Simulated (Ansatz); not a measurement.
Geometry optimisation of Ag₂Br.

```yaml
crystal:
  periodic: [false, false, false]
  atoms:
    - {symbol: Ag, position_ang: [0.010880, 0.037640, 0.005820]}
    - {symbol: Ag, position_ang: [-0.485560, -2.423270, -0.374520]}
    - {symbol: Br, position_ang: [0.474680, 2.385640, 0.368710]}
basis:
  gaussian: {orbitals: def2-TZVP}
magnetization: {spin_polarized: true, initial_magnetization: 1}
hamiltonian: {xc: r2scan, dispersion: d4}
scf: {lower_state_search: "off"}
output: {orbitals: {seedname: orbitals}}
relax: {f_tol: 0.02, max_steps: 100}
```

```sh
$ ansatz run in.yaml --threads 4 --pin off --events-out ev --progress --plain --max-ram 3916MiB
```

It prints (some lines left out):

```
Functional definition: r2SCAN
mean field -78049.41769426 eV, -2868.2631964687 hartree, gradient 8.9e-6 eV, S^2 0.754369; 0 other end points of the search recorded, 0 dependent functions left out
relax step   1: F+E_penalty+E_count = -78049.43632447 eV  Δ(F+E_penalty+E_count) = +0.000e0 eV  max|allowed force component| = 6.313e-1 eV/Å  Δτ_max = 0.0000 Å  (20 SCF iters, accepted)
mean field -78049.45278258 eV, -2868.2644859406 hartree, gradient 4.1e-6 eV, S^2 0.754305; 0 other end points of the search recorded, 0 dependent functions left out
relax step   2: F+E_penalty+E_count = -78049.47118313 eV  Δ(F+E_penalty+E_count) = -3.486e-2 eV  max|allowed force component| = 1.317e-1 eV/Å  Δτ_max = 0.0650 Å  (27 SCF iters, accepted)
mean field -78049.45446611 eV, -2868.2645478091 hartree, gradient 2.0e-6 eV, S^2 0.754287; 0 other end points of the search recorded, 0 dependent functions left out
relax step   3: F+E_penalty+E_count = -78049.47282376 eV  Δ(F+E_penalty+E_count) = -1.641e-3 eV  max|allowed force component| = 2.817e-2 eV/Å  Δτ_max = 0.0135 Å  (27 SCF iters, accepted)
mean field -78049.45700283 eV, -2868.2646410318 hartree, gradient 9.4e-7 eV, S^2 0.754300; 0 other end points of the search recorded, 0 dependent functions left out
relax step   4: F+E_penalty+E_count = -78049.47534394 eV  Δ(F+E_penalty+E_count) = -2.520e-3 eV  max|allowed force component| = 4.685e-2 eV/Å  Δτ_max = 0.0541 Å  (30 SCF iters, accepted)
mean field -78049.47390743 eV, -2868.2652622646 hartree, gradient 4.2e-6 eV, S^2 0.754365; 0 other end points of the search recorded, 0 dependent functions left out
relax step   5: F+E_penalty+E_count = -78049.49238385 eV  Δ(F+E_penalty+E_count) = -1.704e-2 eV  max|allowed force component| = 1.096e-1 eV/Å  Δτ_max = 0.1403 Å  (29 SCF iters, accepted)
mean field -78049.48164439 eV, -2868.2655465926 hartree, gradient 2.8e-6 eV, S^2 0.754370; 0 other end points of the search recorded, 0 dependent functions left out
relax step   6: F+E_penalty+E_count = -78049.50012099 eV  Δ(F+E_penalty+E_count) = -7.737e-3 eV  max|allowed force component| = 8.136e-2 eV/Å  Δτ_max = 0.0531 Å  (24 SCF iters, accepted)
mean field -78049.50215369 eV, -2868.2663002954 hartree, gradient 2.2e-6 eV, S^2 0.754446; 0 other end points of the search recorded, 0 dependent functions left out
relax step   7: F+E_penalty+E_count = -78049.52082562 eV  Δ(F+E_penalty+E_count) = -2.070e-2 eV  max|allowed force component| = 2.100e-1 eV/Å  Δτ_max = 0.1986 Å  (28 SCF iters, accepted)
mean field -78049.51922301 eV, -2868.2669275814 hartree, gradient 7.8e-6 eV, S^2 0.754473; 0 other end points of the search recorded, 0 dependent functions left out
relax step   8: F+E_penalty+E_count = -78049.53831501 eV  Δ(F+E_penalty+E_count) = -1.749e-2 eV  max|allowed force component| = 4.601e-2 eV/Å  Δτ_max = 0.1223 Å  (23 SCF iters, accepted)
mean field -78049.52440558 eV, -2868.2671180374 hartree, gradient 4.8e-6 eV, S^2 0.754528; 0 other end points of the search recorded, 0 dependent functions left out
relax step   9: F+E_penalty+E_count = -78049.54374931 eV  Δ(F+E_penalty+E_count) = -5.434e-3 eV  max|allowed force component| = 2.088e-2 eV/Å  Δτ_max = 0.1017 Å  (23 SCF iters, accepted)
mean field -78049.52599411 eV, -2868.2671764146 hartree, gradient 7.5e-6 eV, S^2 0.754613; 0 other end points of the search recorded, 0 dependent functions left out
relax step  10: F+E_penalty+E_count = -78049.54569182 eV  Δ(F+E_penalty+E_count) = -1.943e-3 eV  max|allowed force component| = 2.365e-2 eV/Å  Δτ_max = 0.1260 Å  (23 SCF iters, accepted)
mean field -78049.52602464 eV, -2868.2671775365 hartree, gradient 1.1e-6 eV, S^2 0.754619; 0 other end points of the search recorded, 0 dependent functions left out
relax step  11: F+E_penalty+E_count = -78049.54571925 eV  Δ(F+E_penalty+E_count) = -2.743e-5 eV  max|allowed force component| = 5.383e-3 eV/Å  Δτ_max = 0.0020 Å  (26 SCF iters, accepted)
Total energy: -78049.54574143 eV, -2868.2679021155 hartree
Atom 0 at     0.803710    -0.071391    -0.011075 Å, force    -0.001564     0.005383     0.000832 eV/Å
Atom 1 at    -0.817631    -2.117877    -0.327299 Å, force    -0.000288    -0.000631    -0.000098 eV/Å
Atom 2 at     0.013921     2.189278     0.338384 Å, force     0.001852    -0.004751    -0.000734 eV/Å
Dipole moment:    -0.032357    -1.166661    -0.180321 e Å
Checks for a lower state left out: stability, starts, cluster_reference, orbital_swaps, neighbouring_geometries, increment
```

It took 40 s on 4 threads of Arm Neoverse V2 on a shared host.

In the def2 sets Ag takes a core potential; there is no spin–orbit coupling. The relaxation made no stability test and no search for a lower SCF solution. The structure comes from a short search, and lower isomers may exist.
